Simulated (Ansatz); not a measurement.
Basis-set extrapolation for C$_{2}$H$_{8}$MgOSi (`C[CH2][Mg][O][SiH3]`) (PBE0-D4/def2-TZVP geometry, frozen core, Ansatz). Multiplicity 1, RHF reference. For Mg the program correlates outer-core shells too, which these sets cover unevenly, so the extrapolated numbers aren't a true limit.

```
                      def2-TZVPP   def2-QZVPP
                 HF  -643.953444  -643.980003
    MP2 correlation    -0.923822    -1.016770
CCSD(T) correlation    -1.005875      not run
```

Energies in hartree. Use E(X) = E(∞) + A·exp(−7.88·√X) for Hartree–Fock and E(X) = E(∞) + B·X^(−2.97) for correlation, with X = 3 and 4, and add CCSD(T) minus MP2 of the smaller set to the MP2 limit.

Q: What is the CCSD(T) energy at the basis-set limit?

A: HF limit: -643.980003 + (-0.026559) × 0.13774 = -643.98366. MP2 limit: -1.016770 + (-0.092948) × 0.74074 = -1.08562. Higher-order term: -1.005875 − (-0.923822) = -0.08205. Total: -645.15133 hartree, 504.1 kJ/mol below CCSD(T)/def2-TZVPP.
